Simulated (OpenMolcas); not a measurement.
## Mn4+ in Cs2GeF6: curves along the breathing mode

Mn4+ with its 6 nearest fluoride ions, on the Ge site of Cs2GeF6 (a = 9.021 Å, distance in the model lattice 1.804 Å). The rest of the host is ab initio model potentials to 7.6 Å and point charges beyond; the distance is set by hand and nothing relaxes. Ligand basis ANO-RCC-VDZP.

* Program: OpenMolcas 26.06
* Method: CASSCF
* Basis: ANO-RCC-VDZP [5s4p2d1f]
* Scalar Hamiltonian: DKH2, point nucleus
* Active space: 3 electrons in 5 orbitals (3d)
* State averaging: 2S+1 = 4 even, 10 roots; 2S+1 = 2 even, 40 roots
* Spin-orbit coupling: RASSI with atomic mean-field integrals over the reference wave functions

Spin-free energies (labels of O, the rotations of Oh) in cm-1 above the lowest fitted minimum, as all ligands move together:

| R (Å) | 4A2 | 2E | 4T2 | 2T1 | 2T2 | 4T1 | 2A1 |
| --- | --- | --- | --- | --- | --- | --- | --- |
| 1.707 | 4150 | 24880 | 31220 | 25990 | 35620 | 42000 | 47750 |
| 1.747 | 660 | 21510 | 25440 | 22630 | 31980 | 35960 | 42100 |
| 1.787 | 100 | 21070 | 22900 | 22190 | 31270 | 33160 | 39680 |
| 1.827 | 1920 | 23020 | 23020 | 24130 | 32930 | 33000 | 39900 |
| 1.868 | 5790 | 27010 | 25380 | 28110 | 36620 | 35080 | 42350 |
| 1.908 | 11130 | 32480 | 29440 | 33570 | 41790 | 38890 | 46500 |
| 1.948 | 17710 | 39180 | 34890 | 40260 | 48180 | 44110 | 52030 |

Cubic fits give the following; the wavenumber is harmonic, with the mass of all moving ligands, small differences in it between states hang on the degree of the fit, a number in brackets counts states of one label, and the table is a selection of at most 14 states with clean curves.

| State | R0 (Å) | Breathing mode (cm-1) | Minimum (cm-1) |
| --- | --- | --- | --- |
| 4A2 | 1.776 | 682 | 0 |
| 2E | 1.774 | 685 | 20940 |
| 4T2 | 1.805 | 675 | 22630 |
| 2T1 | 1.774 | 684 | 22060 |
| 2T2 | 1.779 | 678 | 31210 |
| 4T1 | 1.810 | 668 | 32750 |
| 2A1 | 1.804 | 677 | 39450 |
| 2E(2) | 1.803 | 676 | 45720 |
| 4T1(2) | 1.825 | 677 | 50540 |
| 2A2 | 1.805 | 672 | 60340 |
| 2E(3) | 1.816 | 652 | 71710 |
| 2E(4) | 1.839 | 690 | 94300 |

The minimum of 4T2 is shifted by +0.0290 Å against 4A2 (from the unrounded fits). With M = 114.0 u for the moving shell, the Huang-Rhys factor in this mode is S = M ω ΔR² / 2ħ = 0.01483 × 114.0 × 682 × 0.0290² = 0.97. Only the first shell moves, against a rigid host.

Without dynamic correlation the repulsion within the d shell is too large (B by tens of per cent), so at a given field states of lower spin stand too high. Ligand-to-metal charge-transfer states are missing. With no ligand orbital active B as a rule stays too high, so bands that hang on it stand too high and its fall with covalency is understated. With metal d orbitals alone and no dynamic correlation 10Dq can be off by a tenth to a fifth, either way, in oxide and fluoride hosts. The least metal-like active orbital is 78 % on the metal (Löwdin) and no ligand orbital is active, so the numbers are rough (holds for R = 1.707; R = 1.747; R = 1.868; R = 1.908; R = 1.948). The least metal-like active orbital is 79 % on the metal (Löwdin) and no ligand orbital is active, so the numbers are rough (holds for R = 1.787; R = 1.827). No measured value stands beside these numbers.
